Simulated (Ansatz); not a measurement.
Consider the formal exchange of groups at the Al–In bond: `[CH3][Al]([CH3])[InH2]` + `C#N` → `[CH3][Al]([CH3])[C]#N` + `[InH3]`.

Program: Ansatz. Geometries: PBE0-D4/def2-TZVP. ΔE: electronic, gas phase. CCSD(T)/CBS is the MP2 limit (def2-TZVPP, def2-QZVPP) plus CCSD(T) − MP2 in def2-TZVPP, frozen cores. This one scheme is used for every species. Functionals use def2-TZVPP. HSE06 is defined as in plane-wave codes. Elements past krypton have def2 core potentials. For In outer-core shells are correlated without core-valence functions, which leaves a few kJ/mol of doubt a bond.

**Question.** Is it downhill or uphill in electronic energy at CCSD(T)/CBS, and by how much? (Estimate.)

**Answer.** Ansatz gave: Downhill: ΔE = -9.0 kcal/mol.

**Question.** What do these levels give: revPBE-D4, BLYP-D4, HSE06-D4, PBE, MP2/def2-SVP, SCS-MP2/def2-QZVPP? (An estimate is asked.)

**Answer.** The calculation gave: revPBE-D4 -8.0, BLYP-D4 -9.4, HSE06-D4 -8.4, PBE -7.5, MP2/def2-SVP -11.7, SCS-MP2/def2-QZVPP -10.4 kcal/mol.

Largest T1 diagnostic among the species: 0.014.

At CCSD(T), def2-SVP lies −1.0 kcal/mol from the extrapolated value and def2-TZVPP −1.0 kcal/mol. From PBE to PBE0 (25 % exact exchange), in def2-TZVPP and without D4, ΔE moves by −1.2 kcal/mol.
